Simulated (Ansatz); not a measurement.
Gas-phase electronic energies from Ansatz, PBE0-D4/def2-TZVP geometries. CBS: MP2 limit from def2 TZ/QZ plus the TZ coupled-cluster correction, frozen cores. DFT in def2-TZVPP. For Ge outer-core shells are correlated without core-valence functions, which leaves a few kJ/mol of doubt a bond. Scalar relativity is left out up to krypton. Each species was taken in one conformer, which may not be the lowest.

`NC[SiH2]Cl` + `C=[C](S)[GeH3]` → `NC[SiH2][GeH3]` + `C=C(S)Cl`  (formal exchange of groups at the Si–Cl bond)

```json
{"level": "PBE-D4", "ΔE (kJ/mol)": "116.7", "difference from CCSD(T)/CBS": "-23.6"}
{"level": "r2SCAN-D4", "ΔE (kJ/mol)": "130.8", "difference from CCSD(T)/CBS": "-9.5"}
{"level": "ωB97X-V", "ΔE (kJ/mol)": "135.5", "difference from CCSD(T)/CBS": "-4.8"}
{"level": "ωB97M-V", "ΔE (kJ/mol)": "138.7", "difference from CCSD(T)/CBS": "-1.6"}
{"level": "B2PLYP", "ΔE (kJ/mol)": "138.1", "difference from CCSD(T)/CBS": "-2.2"}
{"level": "PBE", "ΔE (kJ/mol)": "116.2", "difference from CCSD(T)/CBS": "-24.1"}
{"level": "r2SCAN", "ΔE (kJ/mol)": "130.8", "difference from CCSD(T)/CBS": "-9.5"}
{"level": "PBE0", "ΔE (kJ/mol)": "125.7", "difference from CCSD(T)/CBS": "-14.6"}
{"level": "HF/def2-TZVPP", "ΔE (kJ/mol)": "156.8", "difference from CCSD(T)/CBS": "16.5"}
{"level": "MP2/def2-TZVPP", "ΔE (kJ/mol)": "147.1", "difference from CCSD(T)/CBS": "6.8"}
{"level": "SCS-MP2/def2-TZVPP", "ΔE (kJ/mol)": "146.1", "difference from CCSD(T)/CBS": "5.8"}
{"level": "CCSD/def2-TZVPP", "ΔE (kJ/mol)": "141.8", "difference from CCSD(T)/CBS": "1.5"}
{"level": "CCSD(T)/def2-TZVPP", "ΔE (kJ/mol)": "139.1", "difference from CCSD(T)/CBS": "-1.2"}
{"level": "MP2/def2-QZVPP", "ΔE (kJ/mol)": "148.0", "difference from CCSD(T)/CBS": "7.7"}
{"level": "HF/CBS(def2)", "ΔE (kJ/mol)": "157.5", "difference from CCSD(T)/CBS": "17.2"}
{"level": "CCSD/CBS(def2)", "ΔE (kJ/mol)": "143.0", "difference from CCSD(T)/CBS": "2.7"}
{"level": "CCSD(T)/CBS", "ΔE (kJ/mol)": "140.3", "difference from CCSD(T)/CBS": "0"}
```

Largest T1 diagnostic among the species: 0.012.

From PBE to PBE0 (25 % exact exchange), in def2-TZVPP and without D4, ΔE moves by +9.5 kJ/mol. In def2-TZVPP, CCSD(T) changes the Hartree–Fock value by −17.6 kJ/mol (the triples alone add −2.7 kJ/mol) and MP2 by −9.7 kJ/mol.
